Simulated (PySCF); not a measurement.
Ge(H)(Cl)(Br)2, SMILES [Cl][GeH]([Br])[Br] (HBr₂ClGe), singlet, CAM-B3LYP/def2-SVP optimised geometry.

```
5

Ge    -0.37    -1.07     0.00
Cl    -1.09    -2.07     1.75
Br    -1.16    -2.17    -1.85
Br    -1.16     1.07     0.00
H      1.16    -1.07     0.00
```

Density from CAM-B3LYP/def2-TZVP (PySCF) at that geometry.

Minimum of the electron density along straight lines between bonded atoms, close to the bond critical point (lines longer than 1.1 times the sum of covalent radii, or with two minima, are not listed):

```json
[
 {"bond": "Ge1–Cl2", "length / Å": "2.141", "ρ at the minimum / e bohr⁻³": "0.109", "∇²ρ there / e bohr⁻⁵": "0.16", "position (fraction from the first atom)": "0.43"},
 {"bond": "Ge1–Br3", "length / Å": "2.288", "ρ at the minimum / e bohr⁻³": "0.098", "∇²ρ there / e bohr⁻⁵": "0.05", "position (fraction from the first atom)": "0.43"},
 {"bond": "Ge1–Br4", "length / Å": "2.288", "ρ at the minimum / e bohr⁻³": "0.098", "∇²ρ there / e bohr⁻⁵": "0.05", "position (fraction from the first atom)": "0.43"},
 {"bond": "Ge1–H5", "length / Å": "1.525", "ρ at the minimum / e bohr⁻³": "0.141", "∇²ρ there / e bohr⁻⁵": "0.01", "position (fraction from the first atom)": "0.59"}
]
```
